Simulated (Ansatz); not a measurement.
Isolated molecules relaxed with PBE0-D4/def2-TZVP in Ansatz; ΔE leaves out vibrations. CCSD(T)/CBS is the MP2 limit (def2-TZVPP, def2-QZVPP) plus CCSD(T) − MP2 in def2-TZVPP, frozen cores. Functionals use def2-TZVPP. For Ge outer-core shells are correlated without core-valence functions, which leaves a few kJ/mol of doubt a bond. Scalar relativity is left out up to krypton.

`[SiH3][Ge]([Cl])([Cl])[Cl]` + `N#CC(F)(F)F` → `N#[C][Ge]([Cl])([Cl])[Cl]` + `FC(F)(F)[SiH3]`  (formal exchange of groups at a Ge–Si bond)

| level | ΔE (kcal/mol) | difference from CCSD(T)/CBS |
| --- | --- | --- |
| revPBE-D4 | 2.4 | 3.3 |
| B97M-V | 2.3 | 3.2 |
| r2SCANh-D4 | 1.3 | 2.2 |
| CAM-B3LYP-D4 | -0.5 | 0.4 |
| revPBE | 2.5 | 3.4 |
| r2SCAN | 1.3 | 2.2 |
| LC-ωPBE | -0.4 | 0.5 |
| MP2/def2-SVP | 0.0 | 0.9 |
| CCSD/def2-SVP | 0.5 | 1.4 |
| SCS-MP2/def2-QZVPP | -2.4 | -1.5 |
| CCSD(T)/CBS | -0.9 | 0 |

Largest T1 diagnostic among the species: 0.013.

At CCSD(T), def2-SVP lies +1.5 kcal/mol from the extrapolated value and def2-TZVPP −0.6 kcal/mol. Leaving LDA and LC-ωPBE aside and taking each functional with its dispersion term where it has one, the values, not all of them listed here, spread over 4.2 kcal/mol, from ωB97M-V to PBE-D4. LDA lies +1.8 kcal/mol from PBE without D4.
